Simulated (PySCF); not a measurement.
**From computed data to an observable: oscillator strength and radiative lifetime**

C3H6BFO2, SMILES C=C(OC)B(O)F.

Coordinates come from a ωB97X-D3(BJ)/def2-SVP optimisation. This is a generated structure with no PubChem entry under its InChIKey; it may be hypothetical. Other conformers were not sampled.

TDA-M06-2X/def2-SVPD (PySCF) puts the first singlet state with f over 0.02 at 6.30 eV (vertical), with the transition dipole (1.193, 0.400, 0.000) in atomic units.

### Question
Find the oscillator strength, the wavelength and the radiative lifetime that this transition would have in vacuum if emission retraced absorption.

### Answer

|μ|² = 1.5832 au, so |μ| = 3.20 D. ΔE = 6.30/27.211 = 0.2315 hartree. f = (2/3) ΔE |μ|² = 0.244 (the program prints 0.244).
λ = 1239.84/6.30 = 197 nm; ν = 50813 cm⁻¹.
Einstein's coefficient A = 0.6670 ν² f s⁻¹ (ν in cm⁻¹) = 4.2e8 s⁻¹, so τ = 1/A = 2.4 ns. This state is S1. The figure is the radiative limit of this one transition; relaxation, internal conversion, crossing to triplets and a medium change what is measured.
